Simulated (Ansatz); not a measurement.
`O=C[SiH2]F` + PH₃ → `F[SiH2]P` + `C=O` at 400 K and 1 bar (ligand exchange at the Si–C bond).

Program: Ansatz. Geometries: PBE0-D4/def2-TZVP. ΔE: electronic, gas phase. CBS: MP2 limit from def2 TZ/QZ plus the TZ coupled-cluster correction, frozen cores. This one scheme is used for every species. One conformer a species, not always the lowest.

| species | CCSD(T)/CBS energy (Eh) | H − E (kJ/mol) | S (J/(mol·K)) |
| --- | --- | --- | --- |
| `O=C[SiH2]F` | -503.92730 | 124.4 | 334.1 |
| PH₃ | -342.72256 | 77.1 | 221.7 |
| `F[SiH2]P` | -732.27050 | 123.1 | 326.9 |
| `C=O` | -114.39408 | 83.9 | 229.4 |

H − E and S are ideal-gas, rigid-rotor, harmonic terms from PBE0-D4/def2-TZVP, for one conformer and one mirror image of each species. 1 Eh = 2625.50 kJ/mol, R = 8.31446 J/(mol·K).

By hand: ΔE, ΔH, ΔS and ΔG.

ΔE = (-732.27050) + (-114.39408) − (-503.92730) − (-342.72256) = -0.01472 Eh = -38.6 kJ/mol. Δ(H − E) = 123.1 + 83.9 − 124.4 − 77.1 = 5.5, so ΔH = -33.1 kJ/mol. ΔS = 326.9 + 229.4 − 334.1 − 221.7 = 0.5 J/(mol·K). ΔG = -33.1 − 400 × (0.5)/1000 = -33.3 kJ/mol.

By hand: the equilibrium constant, and the temperature at which ΔG would vanish if ΔH and ΔS stayed fixed.

log₁₀ K = −ΔG/(RT ln 10) = 4.3. ΔH and −TΔS have one sign here, so there is no such temperature.

The number of gas molecules stays the same, so ΔS is small and ΔH decides. A doubt of 5 kJ/mol in ΔE shifts log₁₀ K by 0.7 here. Other conformers and mirror images would add mixing entropy, several J/(mol·K) or more a flexible species. These are equilibria of isolated gas molecules and say nothing of rates. Largest T1 diagnostic: 0.015 (customary marks: 0.02 for closed shells, 0.045 for open ones).

ΔS is within the doubt of such terms, so its sign, and with it that verdict, could turn.
